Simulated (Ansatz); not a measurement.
Relaxation of C₃H₉NSSi (15 atoms, charge 0, multiplicity 1), to a largest force component of 0.015 eV/Å in at most 40 steps.

These are results of RKS PBE-D4/cc-pVDZ (Ansatz 0.2.0), not measurements.

```xyz
15
Properties=species:S:1:pos:R:3:forces:R:3
C -0.920 -0.027 1.454 -1.35 2.48 0.02
C 0.248 0.057 0.524 2.45 -0.13 -0.96
S -0.350 -0.114 -1.180 -1.94 -0.11 -0.93
C 1.188 1.317 0.586 -1.50 0.91 4.37
Si 2.428 0.194 1.483 -0.07 0.69 0.19
N 1.339 -0.931 0.757 -0.73 -0.90 -0.59
H -1.040 0.944 2.029 0.18 -0.60 -0.25
H -1.862 -0.096 0.873 -0.07 -0.23 0.13
H -0.898 -0.802 2.189 0.24 -1.17 0.68
H 0.799 -0.463 -1.760 0.87 -0.14 -0.15
H 0.747 2.118 1.294 0.46 -0.62 -1.07
H 1.538 1.752 -0.293 0.49 0.86 -2.20
H 3.753 0.039 0.908 1.20 0.09 0.04
H 2.258 0.024 2.966 0.49 0.42 0.33
H 1.089 -1.646 1.405 -0.72 -1.53 0.38
```

Where does it end, and by what steps?

The run converged. The force dipped under the threshold on the way, but the program's further checks kept it going. After 11 steps the energy has fallen by 1.056 eV; H8 moved furthest, 0.89 Å.

| step | energy less start (eV) | largest force component (eV/Å) | accepted |
| --- | --- | --- | --- |
| 0 | 0.0000 | 4.365 | yes |
| 1 | -0.6981 | 0.847 | yes |
| 2 | -0.8104 | 0.605 | yes |
| 3 | -0.8867 | 0.625 | yes |
| 4 | -0.9476 | 0.336 | yes |
| 5 | -0.9706 | 0.805 | yes |
| 6 | -1.0453 | 0.138 | yes |
| 7 | -1.0326 | 0.424 | no |
| 8 | -1.0548 | 0.022 | yes |
| 9 | -1.0257 | 0.428 | no |
| 10 | -1.0560 | 0.013 | yes |
| 11 | -1.0561 | 0.008 | yes |

```xyz
15
Properties=species:S:1:pos:R:3
C -0.948 0.019 1.453
C 0.275 -0.006 0.528
S -0.411 -0.386 -1.188
C 1.125 1.313 0.610
Si 2.430 0.281 1.553
N 1.320 -0.953 0.930
H -0.635 0.305 2.478
H -1.705 0.749 1.101
H -1.424 -0.981 1.499
H 0.822 -0.550 -1.754
H 0.612 2.145 1.127
H 1.464 1.659 -0.383
H 3.848 0.189 1.039
H 2.491 0.487 3.054
H 1.053 -1.905 1.193
```

Whether the end is a true minimum wasn't checked by a vibrational analysis.

The run took 52 s on 2 threads of Arm Neoverse V1, on a shared host, peak memory 0.2 GiB.
